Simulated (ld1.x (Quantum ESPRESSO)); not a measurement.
# manganese, ultrasoft: configuration errors across variants

manganese (Mn), ultrasoft, made with ld1.x (Quantum ESPRESSO) 7.5 (PBE, fully relativistic). Core [Ar], reference 3d5 4s0 4p0 (charge +2). Waves: 4s (bound, empty): rcut 1.60, rcutus 2.15 bohr; 4s channel at -1.1 Ry: rcut 1.60, rcutus 2.15 bohr; 4p (bound, empty): rcut 1.80, rcutus 2.15 bohr; 4p channel at 2.5 Ry: rcut 1.80, rcutus 2.15 bohr; 3d (bound): rcut 1.05, rcutus 1.30 bohr; 3d channel at 1.05 Ry: rcut 1.05, rcutus 1.30 bohr. Local part: all-electron potential smoothed inside 1.15 bohr (lloc = -1). Core correction: Bessel-smoothed model core inside 0.70 bohr. Augmentation charge: built from norm-conserving waves at rcut, not smoothed further.

Open shells are filled in proportion to 2j + 1 (rel_dist='average').

All-electron excitation energies from the reference (eV): (1) 3d5 4s2 4p0 -24.015; (2) 3d5 4s1 4p0 -15.599; (3) 3d4 4s0 4p0 32.519; (4) 3d6 4s0 4p0 -17.202; (5) 3d4 4s2 4p0 -10.828.

Tests that are not counted but printed errors over 1 eV. “base”: 3d6 4s1 4p0 (solver errors, printed error -393 eV); 3d5.5 4s1.5 4p0 (solver errors, printed error -387 eV). “waves 3d (bound): rcut 0.82, rcutus 0.86 bohr; 3d channel at 1.05 Ry: rcut 0.82, rcutus 0.86 bohr”: 3d6 4s1 4p0 (solver errors, printed error -397 eV); 3d5.5 4s1.5 4p0 (solver errors, printed error -384 eV). “waves 3d (bound): rcut 0.98, rcutus 1.04 bohr; 3d channel at 1.05 Ry: rcut 0.98, rcutus 1.04 bohr”: 3d6 4s1 4p0 (solver errors, printed error -396 eV); 3d5.5 4s1.5 4p0 (solver errors, printed error -384 eV). “waves 3d (bound): rcut 1.05, rcutus 1.44 bohr; 3d channel at 1.05 Ry: rcut 1.05, rcutus 1.44 bohr”: 3d5.5 4s1.5 4p0 (solver errors, printed error -377 eV). “waves 3d (bound): rcut 1.05, rcutus 1.54 bohr; 3d channel at 1.05 Ry: rcut 1.05, rcutus 1.54 bohr”: 3d6 4s1 4p0 (solver errors, printed error -386 eV); 3d5.5 4s1.5 4p0 (solver errors, printed error -377 eV).

A true bound ghost makes a file unfit for plane-wave use even where its test errors are small: the radial tests pick states by their node count and pass the ghost by. Where a test does run into it, the solver fails or the error is huge.

Errors AE − PS in meV (a dash: test not solved or not reliable):

| change | (1) | (2) | (3) | (4) | (5) | bound ghosts |
| --- | --- | --- | --- | --- | --- | --- |
| base | -17 | -6.3 | -326 | -111 | -275 | s, p3/2, p1/2 |
| waves 3d (bound): rcut 0.82, rcutus 0.86 bohr; 3d channel at 1.05 Ry: rcut 0.82, rcutus 0.86 bohr | -17 | -6.5 | -333 | -112 | -284 | s, p3/2, p1/2 |
| waves 3d (bound): rcut 0.98, rcutus 1.04 bohr; 3d channel at 1.05 Ry: rcut 0.98, rcutus 1.04 bohr | -17 | -6.4 | -330 | -111 | -279 | s, p3/2, p1/2 |
| waves 3d (bound): rcut 1.05, rcutus 1.44 bohr; 3d channel at 1.05 Ry: rcut 1.05, rcutus 1.44 bohr | -17 | -6.3 | -327 | -111 | -276 | s, p3/2, p1/2 |
| waves 3d (bound): rcut 1.05, rcutus 1.54 bohr; 3d channel at 1.05 Ry: rcut 1.05, rcutus 1.54 bohr | -17 | -6.3 | -328 | -110 | -278 | s, p3/2, p1/2 |
| waves 3d (bound): rcut 1.05, rcutus 1.76 bohr; 3d channel at 1.05 Ry: rcut 1.05, rcutus 1.76 bohr | -17 | -6.3 | -331 | -110 | -281 | s, p3/2, p1/2 |
| waves 3d (bound): rcut 1.05, rcutus 1.98 bohr; 3d channel at 1.05 Ry: rcut 1.05, rcutus 1.98 bohr | -17 | -6.4 | -334 | – | – | s, p3/2, p1/2 |

(1) Give the same row for: waves 3d (bound): rcut 1.05, rcutus 1.18 bohr; 3d channel at 1.05 Ry: rcut 1.05, rcutus 1.18 bohr.

Answers

(1) -17, -6.3, -326, -111, -274; bound ghosts: s, p3/2, p1/2. Not counted: 3d6 4s1 4p0 (solver errors, printed error -399 eV); 3d5.5 4s1.5 4p0 (solver errors, printed error -383 eV).
